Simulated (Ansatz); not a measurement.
The same path of a periodic cell of 17 atoms, K$_{16}$Li (host K, host structure bcc, interstitial Li) was run twice with different band settings.

Method: DFT PBE-D3(BJ), scalar-relativistic, plane waves, PAW in Ansatz. Settings: cutoff 420 eV, k mesh 2x2x2, fermi-dirac smearing 0.05 eV, no spin polarisation.

Relaxed end points:

```xyz
17
Lattice="10.4600 0.0000 0.0000 0.0000 10.4600 0.0000 0.0000 0.0000 10.4600" Properties=species:S:1:pos:R:3
K 0.030 0.001 -0.507
K 4.817 0.000 0.321
K -0.186 5.226 -0.208
K 0.018 0.001 5.749
K 2.596 3.135 2.616
K 5.579 5.236 0.191
K 4.820 0.000 4.911
K 8.251 2.295 2.615
K -0.189 5.226 5.438
K 2.582 7.338 2.616
K 2.801 2.824 7.841
K 5.582 5.236 5.040
K 8.255 8.168 2.615
K 7.490 2.426 7.850
K 2.798 7.636 7.842
K 7.495 8.036 7.850
Li 1.308 0.013 2.626
```

```xyz
17
Lattice="10.4600 0.0000 0.0000 0.0000 10.4600 0.0000 0.0000 0.0000 10.4600" Properties=species:S:1:pos:R:3
K 0.319 0.001 0.411
K 4.917 0.001 0.403
K 0.186 5.245 -0.342
K -0.493 0.003 5.198
K 2.616 3.148 2.619
K 5.048 5.245 -0.350
K 5.751 0.002 5.228
K 7.836 2.819 2.434
K -0.206 5.219 5.411
K 2.617 7.346 2.656
K 2.616 2.301 7.445
K 5.437 5.219 5.418
K 7.837 7.641 2.443
K 7.857 2.427 8.201
K 2.616 8.165 7.436
K 7.857 8.037 8.190
Li 2.641 0.031 3.903
```

Common settings: climbing image yes; end points relaxed.

| run | movable images | spring | optimiser | start path | force threshold | iteration limit |
| --- | --- | --- | --- | --- | --- | --- |
| 1 | 5 | 10.0 eV/Å² | quadratic models (default) | IDPP | 0.03 eV/Å | 59 |
| 2 | 3 | 0.1 eV/Å² | fire | default | 0.05 eV/Å | 50 |

Problem. What does each run give, and how far can it be trusted?

Solution. Run 1: converged after 6 iterations, highest image 0.018 eV above the first end. By the program's own check the climbing image is of a kind that is not told: the force calls were inconclusive, a negative curvature could not be distinguished from the path's own, the only one lies far off the path, or fixed occupations may fill a level only in part (lowest curvatures found: -0.02 and 0.01 eV/Å²).
Run 2: converged after 18 iterations, highest image 0.018 eV above the first end. The order of the stationary point at the top wasn't checked.
Limits of this set-up: coarse k mesh.
